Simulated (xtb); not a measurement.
CH$_{3}$O$_{3}$Re, triplet, at a GFN2-xTB geometry (such geometries of metal compounds can be far from the true shape) (the multiplicity is a formal guess); GFN2-xTB run with xtb.

xtb was given this input:
```
$ xtb mol.xyz --gfn 2 --uhf 2 --acc 0.1 --json

# file mol.xyz
8

Re     0.03195556    -0.12053854    -0.12344557
O      1.45767432     0.66095690    -0.56814494
O      0.67911733    -0.77031636     1.40556728
O     -1.41120364    -0.68482651    -0.69523628
C     -0.86361665     1.61668092     0.84836389
H     -0.07912932     2.16611947     1.36614474
H     -1.60794345     1.27507451     1.56674822
H     -1.33259851     2.25259882     0.09785253
```

Question: Predict the main parts of the log of this xtb run.

Answer: 
```
   ID    Z sym.   atoms
    1   75 Re     1
    2    8 O      2-4
    3    6 C      5
    4    1 H      6-8

           -------------------------------------------------
          |                Calculation Setup                |
           -------------------------------------------------

           -------------------------------------------------
          |                 G F N 2 - x T B                 |
           -------------------------------------------------

          ...................................................
          :                      SETUP                      :
          :.................................................:
          :  # basis functions                  29          :
          :  # atomic orbitals                  28          :
          :  # shells                           14          :
          :  # electrons                        32          :
          :  max. iterations                   250          :
          :  Hamiltonian                  GFN2-xTB          :
          :  restarted?                      false          :
          :  GBSA solvation                  false          :
          :  PC potential                    false          :
          :  electronic temp.          300.0000000     K    :
          :  accuracy                    0.1000000          :
          :  -> integral cutoff          0.3500000E+02      :
          :  -> integral neglect         0.1000000E-08      :
          :  -> SCF convergence          0.1000000E-06 Eh   :
          :  -> wf. convergence          0.1000000E-04 e    :
          :  Broyden damping             0.4000000          :
          :  net charge                          0          :
          :  unpaired electrons                  2          :
          ...................................................

 iter      E             dE          RMSdq      gap      omega  full diag
   1    -18.7218425 -0.187218E+02  0.109E+01    1.52       0.0  T
   2    -18.5287425  0.193100E+00  0.140E+01    1.42       1.0  T
   3    -19.0209546 -0.492212E+00  0.374E+00    1.45       1.0  T
   4    -18.9909796  0.299750E-01  0.490E+00    1.75       1.0  T
   5    -19.0658230 -0.748434E-01  0.272E+00    1.62       1.0  T
   6    -19.0657791  0.439078E-04  0.148E+00    1.65       1.0  T
   7    -19.0686866 -0.290752E-02  0.978E-01    1.58       1.0  T
   8    -19.0700083 -0.132168E-02  0.778E-01    1.60       1.0  T
[...]
         :: total energy             -18.970122813665 Eh    ::
[...]
     2   8 O        0.771    -0.305    19.903     5.979
     3   8 O        0.769    -0.272    19.312     5.890
     4   8 O        0.771    -0.332    20.404     6.054
     5   6 C        3.614    -0.126    23.475     6.992
     6   1 H        0.925     0.124     1.578     1.965
     7   1 H        0.925     0.123     1.588     1.971
     8   1 H        0.925     0.118     1.628     1.995

 Mol. C6AA /au·bohr⁶  :       1766.867515
 Mol. C8AA /au·bohr⁸  :     121754.614263
 Mol. α(0) /au        :         82.649641

Wiberg/Mayer (AO) data.
largest (>0.10) Wiberg bond orders for each atom

 ---------------------------------------------------------------------------
     #   Z sym  total        # sym  WBO       # sym  WBO       # sym  WBO
 ---------------------------------------------------------------------------
     1  75 Re   6.738 --     4 O    2.006     2 O    1.855     3 O    1.724
                             5 C    1.039
     2   8 O    2.421 --     1 Re   1.855     3 O    0.346     4 O    0.187
     3   8 O    2.282 --     1 Re   1.724     2 O    0.346     4 O    0.179
     4   8 O    2.412 --     1 Re   2.006     2 O    0.187     3 O    0.179
     5   6 C    3.954 --     1 Re   1.039     6 H    0.945     7 H    0.941
                             8 H    0.937
     6   1 H    0.984 --     5 C    0.945
     7   1 H    0.984 --     5 C    0.941
     8   1 H    0.986 --     5 C    0.937
 ---------------------------------------------------------------------------

Topologies differ in total number of bonds
Writing topology from bond orders to xtbtopo.mol

molecular dipole:
                 x           y           z       tot (Debye)
 q only:       -0.747       1.215       0.391
   full:       -0.580       0.728      -0.220       2.431
molecular quadrupole (traceless):
                xx          xy          yy          xz          yz          zz
 q only:       -4.052      -4.966       4.580      -3.117       3.896      -0.528
  q+dip:       -3.667      -4.244       4.292      -3.205       4.083      -0.625
   full:       -4.020      -4.341       4.406      -3.418       3.832      -0.386

           -------------------------------------------------
          | TOTAL ENERGY              -18.970122813665 Eh   |
          | GRADIENT NORM               0.000049240347 Eh/α |
          | HOMO-LUMO GAP               1.607997514468 eV   |
           -------------------------------------------------

normal termination of xtb
```
